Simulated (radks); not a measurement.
The numbers below are computed, except where a source is named.
Q: All-electron atom: Cr0.75+ in [Ne] 3s2 3p(1/2: 2, 3/2: 3.25) 3d5 4s1 (fractional occupations, a model configuration). Level of theory: Dirac Kohn-Sham, LDA (Slater exchange, Perdew-Wang correlation), spin-unpolarised, spherical densities, point nucleus; open shells fill j = l - 1/2 first (a radial shooting solver on a logarithmic mesh with Libxc functionals).

Spin-orbit splittings of the eigenvalues, e(l+1/2) - e(l-1/2), with zeta = 2 splitting/(2l+1) and mean radii in bohr:

| shell | occ. | splitting (eV) | zeta (eV) | <r> j=l-1/2 | <r> j=l+1/2 |
|---|---|---|---|---|---|
| 2p | 6 | 8.641 | 5.761 | 0.2581 | 0.2610 |
| 3p | 5.25 | ? | ? | 0.9516 | 0.9606 |
| 3d | 5 | 0.09155 | 0.03662 | 1.289 | 1.295 |

Estimate the 3p splitting.

A: 1.045 eV (zeta = 0.6965 eV).
